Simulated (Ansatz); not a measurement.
Basis-set extrapolation for CH2AlCl2F (PBE0-D4/def2-TZVP geometry, frozen core, Ansatz 0.2.0). Multiplicity 1, RHF reference.

```
                       def2-TZVPP    def2-QZVPP
                 HF  -1299.459265  -1299.498208
    MP2 correlation     -0.859569     -0.939673
CCSD(T) correlation     -0.947450       not run
```

Energies in hartree. Use E(X) = E(∞) + A·exp(−7.88·√X) for Hartree–Fock and E(X) = E(∞) + B·X^(−2.97) for correlation, with X = 3 and 4, and add CCSD(T) minus MP2 of the smaller set to the MP2 limit.

Q: What is the CCSD(T) energy at the basis-set limit?

A: HF limit: -1299.498208 + (-0.038943) × 0.13774 = -1299.50357. MP2 limit: -0.939673 + (-0.080104) × 0.74074 = -0.99901. Higher-order term: -0.947450 − (-0.859569) = -0.08788. Total: -1300.59046 hartree, 482.4 kJ/mol below CCSD(T)/def2-TZVPP.
